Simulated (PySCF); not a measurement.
(Z)-1,2-difluoroethene (C2H2F2), SMILES F/C=C\F.

Coordinates come from a B3LYP-D3(BJ)/def2-SVP optimisation.

All values below come from PBE/def2-TZVPD run with PySCF.

| Quantity | Value |
|---|---|
| total energy | -276.88996 hartree |
| point group | C2v |
| highest occupied level | -6.31 eV |
| lowest empty level | -0.79 eV |
| orbital gap | 5.52 eV |
| dipole moment | 2.03 D |
| quadrupole, principal values (traceless, Buckingham form, about the centre of nuclear charge) | -1.51, -0.67, 2.18 D·Å |
| mean static polarisability | 29.8 bohr³ (4.41 Å³) |
| polarisability, principal values | 22.5, 29.0, 37.8 bohr³ |
